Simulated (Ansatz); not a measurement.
Correlation energies of `C[O][In]([Cl])[Cl]` by basis set

```xyz
8

C     0.679    0.878   -0.833
O     0.511    0.546    0.529
In   -0.684   -0.892    1.104
Cl   -1.708   -2.174   -0.520
Cl   -1.014   -1.306    3.333
H     1.730    1.131   -0.999
H     0.071    1.752   -1.093
H     0.415    0.066   -1.520
```

Charge 0, multiplicity 1. Correlated methods include outer-core shells of In, which these sets cover unevenly. In takes the def2 core potential. The structure was optimised at the PBE0-D4/def2-TZVP level. It is one conformer, not always the lowest. Frozen core, restricted reference, Ansatz 0.2.0.

```csv
basis,HF (Eh),MP2 corr.,CCSD corr.,(T),CCSD(T) total
def2-SVP,-1222.40958,?,?,-0.01803,?
def2-TZVPP,-1222.87345,-1.06168,-1.09700,?,?
def2-QZVPP,-1222.90628,?,–,–,–
```

(1) Fill in the withheld values. (Best estimate.)

Answers

(1) Ansatz gave: def2-SVP MP2 corr.: -0.67063; def2-SVP CCSD corr.: -0.71487; def2-SVP CCSD(T) total: -1223.14248; def2-TZVPP (T): -0.04283; def2-TZVPP CCSD(T) total: -1224.01328; def2-QZVPP MP2 corr.: -1.32124.
